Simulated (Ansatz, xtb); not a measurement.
Two isomers of C3H3BrN2S

Structure a: `Sn1ccnc1Br`, a singlet. Structure b: `Sn1cncc1Br`, a singlet. Both are isolated molecules in the gas phase, relaxed with PBE0-D3(BJ)/def2-SVP; the shapes shown needn't be the lowest conformers.

a (Å):

```xyz
10

C    -0.7970   -1.7549   -0.6746
C    -1.6402   -1.5554    0.3833
C     0.0127   -0.2632    0.7325
Br    1.1995    0.9668    1.4600
N     0.2829   -0.9174   -0.4486
N    -1.1187   -0.6267    1.2493
S     1.6106   -0.7013   -1.4961
H     2.4461   -1.5777   -0.8860
H    -0.8422   -2.3880   -1.5565
H    -2.6017   -2.0297    0.5735
```

b (Å):

```xyz
10

C    -0.9506   -0.1478    0.3676
C    -1.2915   -2.1256   -0.3708
C     0.0442   -1.8816   -0.5595
Br    1.3943   -2.9329   -1.2637
N     0.2677   -0.6012   -0.0751
N    -1.8892   -1.0359    0.2026
S     1.7194    0.2924   -0.1056
H     2.2399   -0.1988    1.0461
H    -1.0565    0.8499    0.7940
H    -1.8401   -3.0318   -0.6215
```

Energies in hartree; the thermal terms are from GFN2-xTB frequencies at re-optimised GFN2-xTB minima (ideal gas, soft modes damped towards free rotors, one conformer each, 298.15 K, 1 atm) and include the zero-point energy:

|  | a | b |
| --- | --- | --- |
| E, CCSD(T)/def2-SVP | −3194.682359 | −3194.682057 |
| E, MP2/def2-SVP | −3194.611523 | −3194.610912 |
| E, MP2/def2-TZVPP | −3195.568364 | −3195.567869 |
| zero-point energy | 0.056974 | 0.057026 |
| H(298 K) − E | 0.065052 | 0.065083 |
| G(298 K) − E | 0.023749 | 0.023877 |

Q: Correct the CCSD(T) difference for the basis set by the MP2 change, then work out ΔE, ΔE₀, ΔH and ΔG for a → b in kJ/mol (1 Eh = 2625.50 kJ/mol) and the equilibrium ratio [b]/[a].

A: 1. Differences b − a: CCSD(T) +0.000302, MP2 in the small set +0.000611, MP2 in the large set +0.000495 Eh.
2. ΔE = +0.000302 + (+0.000495 − (+0.000611)) = +0.000186 Eh = +0.49 kJ/mol.
3. ΔE₀ = ΔE + ΔZPE = +0.000186 + (+0.000052) Eh = +0.62 kJ/mol.
4. ΔH = ΔE + (+0.000031) Eh = +0.57 kJ/mol.
5. ΔG = ΔE + (+0.000128) Eh = +0.82 kJ/mol, so ΔS = (ΔH − ΔG)/T = −0.9 J/(mol K).
6. kT = 0.9442 mEh, so K = [b]/[a] = exp(−ΔG/kT) = exp(−0.33) ≈ 0.72.

The two are too close for this level to say which is favoured. An error of 4 kJ/mol in ΔG would change K by a factor of 5. Mirror images and further conformers aren't counted.

As drawn, both hold the same kinds of bond in the same numbers.

Other levels gave ΔE = +2.0 (PBE0-D3(BJ)/def2-SVP); +0.5 (HF/def2-SVP); +1.6 (MP2/def2-SVP); +0.8 (CCSD(T)/def2-SVP) kJ/mol. The correlated steps freeze 19 core orbitals; the filled d shell of Br is correlated, in a basis made for valence electrons. Programs: Ansatz 0.2.0, xtb 6.7.1.
